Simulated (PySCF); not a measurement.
PySCF job for Si(F)(Cl)(Et)(OH) (C₂H₆ClFOSi), SMILES CC[Si](O)(F)Cl, TDDFT-PBE0/def2-SVPD. Coordinates come from a B3LYP-D3(BJ)/def2-SVP optimisation. One conformer was computed; it need not be the lowest.

```python
import numpy as np
from pyscf import gto, scf, dft, tdscf

mol = gto.M(
    atom='''
    C     2.23955781   -1.10276764   -0.25776018
    C     1.66080275    0.30140570   -0.03435795
    Si   -0.15676083    0.31690802    0.31270547
    O    -0.45938607   -0.50016143    1.70925608
    F    -0.69908373    1.84106925    0.44429297
    Cl   -1.23634750   -0.52124364   -1.24722285
    H     2.09308401   -1.73759875    0.62980943
    H     1.74919795   -1.60216688   -1.10790579
    H     3.31933289   -1.06102481   -0.46871810
    H     2.15660539    0.80201910    0.81618315
    H     1.83501114    0.94524199   -0.91363500
    H    -1.37599323   -0.68220111    1.94920155
    ''',
    basis='def2-SVPD',
    charge=0,
    spin=0,
    max_memory=1600,
    verbose=4,
)
mf = dft.RKS(mol, xc='pbe0').density_fit(auxbasis='def2-universal-jkfit')
mf.grids.level = 3
mf.conv_tol = 1e-9
mf.max_cycle = 100
mf.kernel()
mf.grids = dft.Grids(mol).set(level=1).build(with_non0tab=True)  # coarser grid for the response kernel
td = tdscf.TDDFT(mf)
td.singlet = True
td.nstates = 10
td.conv_tol = 1e-4
td.positive_eig_threshold = 1e-6
td.kernel(x0=td.get_init_guess(mf, 15))
td.analyze()
tt = tdscf.TDA(mf)
tt.singlet = False
tt.nstates = 4
tt.conv_tol = 1e-4
tt.positive_eig_threshold = 1e-6
tt.kernel(x0=tt.get_init_guess(mf, 9))
tt.analyze(verbose=3)
```

Log of the run:

```
PySCF version 2.14.0

[INPUT] verbose = 4
[INPUT] num. atoms = 12
[INPUT] num. electrons = 66
[INPUT] charge = 0
[INPUT] spin (= nelec alpha-beta = 2S) = 0
[INPUT] symmetry False subgroup None
[INPUT] Mole.unit = angstrom
[INPUT] Symbol           X                Y                Z      unit          X                Y                Z       unit  Magmom
[INPUT]  1 C      2.239557810000  -1.102767640000  -0.257760180000 AA    4.232150901031  -2.083928818633  -0.487096146019 Bohr   0.0
[INPUT]  2 C      1.660802750000   0.301405700000  -0.034357950000 AA    3.138462344424   0.569574225383  -0.064927115702 Bohr   0.0
[INPUT]  3 Si    -0.156760830000   0.316908020000   0.312705470000 AA   -0.296235035760   0.598869364478   0.590927695953 Bohr   0.0
[INPUT]  4 O     -0.459386070000  -0.500161430000   1.709256080000 AA   -0.868113857740  -0.945168120771   3.230025867948 Bohr   0.0
[INPUT]  5 F     -0.699083730000   1.841069250000   0.444292970000 AA   -1.321076787839   3.479116658858   0.839592032370 Bohr   0.0
[INPUT]  6 Cl    -1.236347500000  -0.521243640000  -1.247222850000 AA   -2.336358169791  -0.985007723771  -2.356909602799 Bohr   0.0
[INPUT]  7 H      2.093084010000  -1.737598750000   0.629809430000 AA    3.955355534606  -3.283585751887   1.190167333368 Bohr   0.0
[INPUT]  8 H      1.749197950000  -1.602166880000  -1.107905790000 AA    3.305505063151  -3.027656609049  -2.093638514920 Bohr   0.0
[INPUT]  9 H      3.319332890000  -1.061024810000  -0.468718100000 AA    6.272630078361  -2.005046302269  -0.885748838626 Bohr   0.0
[INPUT] 10 H      2.156605390000   0.802019100000   0.816183150000 AA    4.075393545861   1.515596445670   1.542362620985 Bohr   0.0
[INPUT] 11 H      1.835011140000   0.945241990000  -0.913635000000 AA    3.467668490126   1.786248482539  -1.726519927817 Bohr   0.0
[INPUT] 12 H     -1.375993230000  -0.682201110000   1.949201550000 AA   -2.600250353956  -1.289173259774   3.683457091078 Bohr   0.0

nuclear repulsion = 394.719834929303
number of shells = 79
number of NR pGTOs = 273
number of NR cGTOs = 185
basis = def2-SVPD
ecp = {}


[settings echo left out]
init E= -1004.14597286825
  HOMO = -0.359304524913635  LUMO = -0.0387700802238262  gap/eV = 8.72219
cycle= 1 E= -1003.69593382271  delta_E= 0.45  |g|= 0.811  |ddm|= 4.59
  HOMO = -0.243535777261522  LUMO = 0.0107305183585211  gap/eV = 6.91894
cycle= 2 E= -1003.55375677031  delta_E= 0.142  |g|=  1.2  |ddm|= 2.06
  HOMO = -0.326831683828459  LUMO = -0.00343279395703533  gap/eV = 8.80013
cycle= 3 E= -1003.82021625178  delta_E= -0.266  |g|= 0.101  |ddm|= 1.17
  HOMO = -0.337727201769951  LUMO = -0.000740667493987157  gap/eV = 9.16987
cycle= 4 E= -1003.8223779279  delta_E= -0.00216  |g|= 0.0347  |ddm|= 0.166
  HOMO = -0.335845575284063  LUMO = -0.000642022117216978  gap/eV = 9.12135
cycle= 5 E= -1003.82263249072  delta_E= -0.000255  |g|= 0.00911  |ddm|= 0.0405
  HOMO = -0.335259712875631  LUMO = -0.000500634358060026  gap/eV = 9.10926
cycle= 6 E= -1003.82264658744  delta_E= -1.41e-05  |g|= 0.00311  |ddm|= 0.012
  HOMO = -0.33534359405339  LUMO = -0.000556369490731345  gap/eV = 9.11002
cycle= 7 E= -1003.82264831486  delta_E= -1.73e-06  |g|= 0.000657  |ddm|= 0.00366
  HOMO = -0.335362256206435  LUMO = -0.00057814414406776  gap/eV = 9.10994
cycle= 8 E= -1003.82264841563  delta_E= -1.01e-07  |g|= 0.000136  |ddm|= 0.00115
  HOMO = -0.335361960558816  LUMO = -0.00057765770134699  gap/eV = 9.10994
cycle= 9 E= -1003.82264842005  delta_E= -4.41e-09  |g|= 4.17e-05  |ddm|= 0.000258
  HOMO = -0.335358082694495  LUMO = -0.000575852169126367  gap/eV = 9.10989
cycle= 10 E= -1003.82264842052  delta_E= -4.68e-10  |g|= 1.13e-05  |ddm|= 7.6e-05
  HOMO = -0.33536034701444  LUMO = -0.00057636401438188  gap/eV = 9.10994
Extra cycle  E= -1003.8226484205  delta_E= 1.23e-11  |g|= 1.35e-05  |ddm|= 4.23e-05
converged SCF energy = -1003.8226484205
tot grids = 48400
Overwritten attributes  positive_eig_threshold  of <class 'pyscf.tdscf.rks.TDDFT'>


******** <class 'pyscf.tdscf.rks.TDDFT'> for <class 'pyscf.df.df_jk.DFRKS'> ********
nstates = 10 singlet
deg_eia_thresh = 1.000e-03
wfnsym = None
conv_tol = 0.0001
eigh lindep = 1e-12
eigh level_shift = 0
eigh max_cycle = 100


Excitation energies (eV)
[8.03104288 8.13086792 8.52159876 8.7847558  8.84502022 8.95347437
 9.05441813 9.15553347 9.22212459 9.27906844]

** Singlet excitation energies and oscillator strengths **
Excited State   1:      8.03104 eV    154.38 nm  f=0.0803
      32 -> 34        0.18923
      33 -> 34        0.66432
Excited State   2:      8.13087 eV    152.49 nm  f=0.0285
      29 -> 34       -0.10428
      32 -> 34        0.65542
      33 -> 34       -0.19592
Excited State   3:      8.52160 eV    145.49 nm  f=0.0270
      31 -> 34        0.66445
      33 -> 36       -0.10364
      33 -> 37       -0.12399
Excited State   4:      8.78476 eV    141.14 nm  f=0.0241
      29 -> 34        0.40374
      32 -> 35        0.30352
      32 -> 36       -0.21110
      32 -> 37       -0.10236
      33 -> 35       -0.18002
      33 -> 36       -0.35414
Excited State   5:      8.84502 eV    140.17 nm  f=0.0319
      29 -> 34        0.13799
      31 -> 36       -0.10420
      32 -> 35        0.13924
      33 -> 35        0.63753
Excited State   6:      8.95347 eV    138.48 nm  f=0.0803
      29 -> 34       -0.25545
      31 -> 34       -0.12147
      32 -> 35       -0.13560
      32 -> 36        0.18936
      33 -> 36       -0.56709
Excited State   7:      9.05442 eV    136.93 nm  f=0.0089
      28 -> 34       -0.10415
      29 -> 34        0.42450
      30 -> 34        0.12792
      32 -> 35       -0.41860
      32 -> 36        0.22458
      32 -> 37        0.13326
Excited State   8:      9.15553 eV    135.42 nm  f=0.0034
      29 -> 34        0.11412
      30 -> 34       -0.58960
      30 -> 35       -0.15429
      32 -> 36        0.24022
      33 -> 37       -0.11122
Excited State   9:      9.22212 eV    134.44 nm  f=0.0162
      28 -> 34       -0.12903
      30 -> 34       -0.17305
      31 -> 34        0.12740
      31 -> 35       -0.25374
      31 -> 36        0.14105
      33 -> 37        0.53998
Excited State  10:      9.27907 eV    133.62 nm  f=0.0106
      30 -> 34        0.24355
      31 -> 36        0.21082
      32 -> 35        0.31996
      32 -> 36        0.48669

** Transition electric dipole moments (AU) **
state          X           Y           Z        Dip. S.      Osc.
  1         0.5395      0.1289     -0.3168      0.4080      0.0803
  2        -0.2929      0.0743     -0.2273      0.1430      0.0285
  3         0.0976     -0.2272     -0.2614      0.1295      0.0270
  4         0.1501      0.2892     -0.0771      0.1121      0.0241
  5         0.0049      0.3092      0.2266      0.1470      0.0319
  6         0.5065     -0.2741      0.1857      0.3662      0.0803
  7        -0.0228      0.1705      0.1025      0.0401      0.0089
  8         0.0818     -0.0063      0.0908      0.0150      0.0034
  9        -0.2557      0.0636     -0.0496      0.0719      0.0162
 10         0.0147     -0.0347     -0.2128      0.0467      0.0106

** Transition velocity dipole moments (imaginary part, AU) **
state          X           Y           Z        Dip. S.      Osc.
  1         0.1601      0.0371     -0.0936      0.0358      0.0808
  2        -0.0881      0.0210     -0.0678      0.0128      0.0286
  3         0.0305     -0.0706     -0.0819      0.0126      0.0269
  4         0.0491      0.0918     -0.0244      0.0114      0.0236
  5         0.0027      0.1009      0.0756      0.0159      0.0326
  6         0.1694     -0.0921      0.0625      0.0411      0.0832
  7        -0.0080      0.0558      0.0335      0.0043      0.0086
  8         0.0267     -0.0021      0.0291      0.0016      0.0031
  9        -0.0835      0.0195     -0.0178      0.0077      0.0151
 10         0.0055     -0.0136     -0.0739      0.0057      0.0111

** Transition magnetic dipole moments (imaginary part, AU) **
state          X           Y           Z
  1        -0.1862      0.3423      0.3737
  2        -0.6644      0.1736      0.0225
  3        -0.1216      0.8872     -0.6430
  4         0.0913      0.0609      0.4388
  5         0.0270      0.1405      0.3325
  6        -0.3102     -0.0503      0.1406
  7         0.3231      0.4424      0.2899
  8        -0.6101     -0.4756     -0.0986
  9        -0.2122      0.3305      0.3364
 10        -0.0305      0.0084      0.0473
Overwritten attributes  positive_eig_threshold  of <class 'pyscf.tdscf.rks.TDA'>


******** <class 'pyscf.tdscf.rks.TDA'> for <class 'pyscf.df.df_jk.DFRKS'> ********
nstates = 4 triplet
deg_eia_thresh = 1.000e-03
wfnsym = None
conv_tol = 0.0001
eigh lindep = 1e-12
eigh level_shift = 0
eigh max_cycle = 100


Excitation energies (eV)
[7.73985036 7.83461013 8.20181141 8.32780276]

** Triplet excitation energies and oscillator strengths **
Excited State   1:      7.73985 eV    160.19 nm  f=0.0000
Excited State   2:      7.83461 eV    158.25 nm  f=0.0000
Excited State   3:      8.20181 eV    151.17 nm  f=0.0000
Excited State   4:      8.32780 eV    148.88 nm  f=0.0000
```

The run converged.

Cost: about 7 core-minutes (a rough figure).
